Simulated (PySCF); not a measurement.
# Dy³⁸⁺ (dysprosium, charge +38) across methods

[Ar] 3d10, closed-shell 1S. All numbers are calculated (PySCF 2.14, the spin-free X2C one-electron Hamiltonian (Gaussian nucleus), in an uncontracted even-tempered set (18 s from 6.9 bohr⁻², ratio 2.5; 13 p from 9 bohr⁻², ratio 2.5; 8 d from 9 bohr⁻², ratio 2.5; 4 f from 40 bohr⁻², ratio 2.7; 3 g from 60 bohr⁻², ratio 2.7)).

```json
{"method": "r2SCAN", "E (hartree)": "-11272.16", "mean ε 3s (eV)": "-3549.2", "mean ε 3p (eV)": "-3241.0", "mean ε 3d (eV)": "-2849.1", "Σ⟨r²⟩ (bohr²)": "1.036", "⟨S²⟩": "0.000"}
{"method": "PBE", "E (hartree)": "-11271.50", "mean ε 3s (eV)": "-3533.3", "mean ε 3p (eV)": "-3229.6", "mean ε 3d (eV)": "-2843.7", "Σ⟨r²⟩ (bohr²)": "1.037", "⟨S²⟩": "0.000"}
{"method": "TPSS", "E (hartree)": "-11271.72", "mean ε 3s (eV)": "-3537.7", "mean ε 3p (eV)": "-3232.1", "mean ε 3d (eV)": "-2843.6", "Σ⟨r²⟩ (bohr²)": "1.037", "⟨S²⟩": "0.000"}
{"method": "PBE0", "E (hartree)": "-11271.62", "mean ε 3s (eV)": "-3557.7", "mean ε 3p (eV)": "-3250.1", "mean ε 3d (eV)": "-2859.2", "Σ⟨r²⟩ (bohr²)": "1.037", "⟨S²⟩": "0.000"}
{"method": "LDA", "E (hartree)": "-11262.57", "mean ε 3s (eV)": "-3530.0", "mean ε 3p (eV)": "-3228.1", "mean ε 3d (eV)": "-2843.3", "Σ⟨r²⟩ (bohr²)": "1.038", "⟨S²⟩": "0.000"}
{"method": "UHF", "E (hartree)": "-11270.36350", "mean ε 3s (eV)": "-3628.7", "mean ε 3p (eV)": "-3309.3", "mean ε 3d (eV)": "-2903.8", "Σ⟨r²⟩ (bohr²)": "1.036", "⟨S²⟩": "0.000"}
{"method": "M06-L", "E (hartree)": "-11272.22", "mean ε 3s (eV)": "-3553.7", "mean ε 3p (eV)": "-3243.3", "mean ε 3d (eV)": "-2850.2", "Σ⟨r²⟩ (bohr²)": "1.035", "⟨S²⟩": "0.000"}
```

Spin-orbit coupling, which splits the p, d and f shells strongly at this Z, is absent.
